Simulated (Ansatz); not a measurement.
Cartesian coordinates in Å:
```
C 1.018 -0.778 -1.857
C 0.622 0.051 -0.671
C 1.300 1.237 -0.410
C 0.960 2.027 0.677
C -0.064 1.645 1.521
C -0.745 0.463 1.266
O -1.744 0.130 2.124
C -0.418 -0.347 0.176
C -1.196 -1.611 -0.039
H 1.342 -1.780 -1.563
H 1.844 -0.307 -2.392
H 0.192 -0.899 -2.563
H 2.105 1.542 -1.069
H 1.498 2.948 0.867
H -0.352 2.242 2.378
H -2.138 -0.702 1.848
H -1.104 -2.296 0.813
H -2.265 -1.410 -0.187
H -0.855 -2.155 -0.917
```

The species carries charge 0 and has multiplicity 1.

Q: List the PBE/def2-TZVPP orbital energies in eV (the Gaussian-basis code of Ansatz). (Best estimate.)

A: The calculation gave: Occupied: -510.99, -270.33, -269.16, -269.13, -269.06, -268.81, -268.76, -268.61, -268.54, -26.59, -21.24, -19.33, -18.70, -17.35, -16.64, -14.92, -14.21, -13.24, -12.08, -11.31, -10.88, -10.18, -10.03, -9.82, -9.78, -9.67, -9.49, -8.84, -8.31, -7.87, -7.84, -5.83, -5.25. Lowest empty: -0.91, -0.51, 0.00, 0.91, 1.22, 1.72, 2.03, 2.21.
